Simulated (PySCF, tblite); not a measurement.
A set of runs on `C=[CH][GeH2][SiH2]C(Cl)Cl`; the geometry of each is named by its level. Settings lines and outputs come from a driver script.

Species: C3H8Cl2GeSi.
Numbering: `[CH2:1]=[CH:2][GeH2:3][SiH2:4][CH:5]([Cl:6])[Cl:7]` (hydrogens: H8, H9 on C1; H10 on C2; H11, H12 on Ge3; H13, H14 on Si4; H15 on C5)

Step 1: GFN2-xTB geometry optimisation, gas phase (tblite 0.8.0) (from a force-field or distance-geometry start)
```json
{"job": {"kind": "relax", "xc": "GFN2-xTB", "basis": "xTB"}, "charge": 0, "multiplicity": 1}
```
```
step      E/eV     max force
  0    -631.27581    1.151
  1    -631.34471    0.589
  2    -631.37692    0.452
...
 44    -631.48719    0.021
 45    -631.48723    0.019
 46    -631.48727    0.023
 47    -631.48730    0.015
 48    -631.48731    0.009
```

Energy lowered by 4.9 kcal/mol over 48 steps; largest atomic force 0.009 eV/Å at the end. «max force» is the largest atomic force in eV/Å.

Hardware: an Arm Neoverse N1 with one thread, no GPU, shared host with 64 logical CPUs at a one-minute load of 60. Cost: 0.8 s wall.

Step 2: GFN2-xTB harmonic vibrations, gas phase (tblite 0.8.0) (on the GFN2-xTB geometry)
```json
{"job": {"kind": "ir", "xc": "GFN2-xTB", "basis": "xTB"}, "charge": 0, "multiplicity": 1}
```
```
(table of modes left out)
```

39 modes from -56 to 3082 cm⁻¹ (unscaled, harmonic, a negative number standing for an imaginary wavenumber); zero-point energy 56.5 kcal/mol from the real modes; the lowest is imaginary at this level.

The run took 1.2 s on Arm Neoverse N1, one thread, shared host with 64 logical CPUs at a one-minute load of 60.

Step 3: TDDFT PBE0/def2-SVPD, vertical, gas phase, core orbitals frozen in the response (PySCF 2.14.0, density-fitted response routines) (on the GFN2-xTB geometry)
```json
{"job": {"kind": "uv", "xc": "PBE0", "basis": "def2-SVPD", "nstates": 8, "ntriplets": 3}, "charge": 0, "multiplicity": 1}
```
```
...
Static polarisability (au): isotropic 120.765, principal 111.991 115.460 134.842
Singlet excitations
state   eV       nm        f      main configurations
  1   5.8858    210.6   0.04164   H->L 0.82
  2   6.2091    199.7   0.04845   H-1->L 0.71, H->L 0.08
  3   6.4634    191.8   0.01389   H-2->L 0.38, H->L+2 0.14, H->L+1 0.13
  4   6.5748    188.6   0.00990   H->L+2 0.44, H-2->L 0.24, H->L+1 0.10
  5   6.6146    187.4   0.05112   H->L+1 0.58, H->L+2 0.18
  6   6.7043    184.9   0.00115   H-3->L 0.52, H->L+3 0.19, H->L+4 0.08
  7   6.7377    184.0   0.02588   H->L+3 0.40, H-3->L 0.24, H->L+2 0.13
  8   6.8575    180.8   0.00773   H->L+4 0.51, H-1->L+4 0.18
Triplet excitations (Tamm-Dancoff, eV): 4.1504 5.5300 5.8328
```

HOMO -7.65 eV, LUMO -0.83 eV; lowest singlet 5.89 eV; lowest triplet 4.15 eV (Tamm–Dancoff); mean polarisability 120.8 au.

Hardware: Arm Neoverse N1, one thread (shared host). Cost: 1.9 min of wall time, 0.96 GiB resident at most.

Geometry of the electronic-property runs (GFN2-xTB):
```
atom  x, y, z in Å
C1     2.0178    1.2763    1.0390
C2     1.8036   -0.0024    0.7774
Ge3    0.8846   -0.6284   -0.8347
Si4   -1.2128    0.3488   -1.1908
C5    -2.2625   -0.2687    0.2966
Cl6   -1.5120    0.3433    1.7832
Cl7   -2.2021   -2.0394    0.2937
H8     2.5138    1.6124    1.9375
H9     1.6973    2.0522    0.3596
H10    2.1304   -0.7489    1.4900
H11    0.8607   -2.1316   -0.7873
H12    1.7842   -0.3289   -2.0106
H13   -1.9369   -0.0988   -2.3824
H14   -1.2604    1.8113   -1.1143
H15   -3.3102    0.0193    0.3212
```

 GFN2-xTB frequencies show an imaginary mode (56i cm⁻¹), so this geometry is no minimum at that level. (This holds for the electronic-property runs.)

One conformer stands for the species.
